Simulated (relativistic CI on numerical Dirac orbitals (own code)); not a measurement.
Ions with 17 electrons, La⁴⁰⁺ to Os⁵⁹⁺

These numbers are calculated, not measured: Dirac-Coulomb-Breit CI, KLI orbitals optimised for each configuration, model QED (radiative potential, 1s self-energy scaled to tabulated hydrogen-like ionisation energies), unscaled Slater integrals (own radial code, finite nucleus).

CI space (outside the closed core [Ne]): 3s2 3p5, 3s 3p6, 3s2 3p4 3d, 3s 3p5 3d, 3p6 3d, 3p5 3d2, 3p4 3d3. Double excitations out of closed p, d and f shells are left out; levels of such configurations are missing from the list, as are those of other unlisted configurations, and high levels can miss mixing partners.

Energies above each ion's lowest level, in eV. Levels are followed by their leading LS label, which can pass from one level to another where the coupling changes.

```
  Ion  3s2 3p5 2P°_3/2  3s2 3p5 2P°_1/2  3s2 3p4 3d 4D_3/2  3s2 3p4 3d 4D_5/2  3s2 3p4 3d 4P_1/2
La⁴⁰⁺                0           100.44             167.15                170             170.88
Ce⁴¹⁺                0           109.08             171.03             174.08             175.04
Pr⁴²⁺                0            118.3             174.92             178.17             179.18
Nd⁴³⁺                0           128.12             178.82             182.27             183.33
Pm⁴⁴⁺                0           138.58             182.74             186.38             187.47
Sm⁴⁵⁺                0            149.7             186.66             190.51             191.63
Eu⁴⁶⁺                0           161.52             190.59             194.64             195.78
Gd⁴⁷⁺                0           174.07             194.54             198.79             199.95
Tb⁴⁸⁺                0           187.39              198.5             202.95             204.12
Dy⁴⁹⁺                0           201.51             202.48             207.12              208.3
Ho⁵⁰⁺                0           216.48             206.46              211.3              212.5
Er⁵¹⁺                0           232.33             210.47              215.5              216.7
Tm⁵²⁺                0           249.11             214.48             219.71             220.92
Yb⁵³⁺                0           266.86             218.51             223.93             225.15
Lu⁵⁴⁺                0           285.62             222.56             228.17             229.39
Hf⁵⁵⁺                0           305.44             226.62             232.42             233.64
Ta⁵⁶⁺                0           326.37              230.7             236.68             237.91
 W⁵⁷⁺                0           348.47             234.79             240.96              242.2
Re⁵⁸⁺                0           371.78             238.91             245.26             246.49
Os⁵⁹⁺                0           396.36             243.03             249.57             250.81
```

The lowest level keeps the configuration 3s2 3p5 and J = 3/2 throughout.

Between Z = 73 and 76 the energy of 3s2 3p5 2P°_1/2 follows a local power law Z^4.8. For orientation: electrostatic splittings inside a shell grow about linearly with the screened charge, excitations that change n as its square, and fine structure as its fourth power; written in Z itself the exponents are larger, since the screened charge grows faster in proportion.
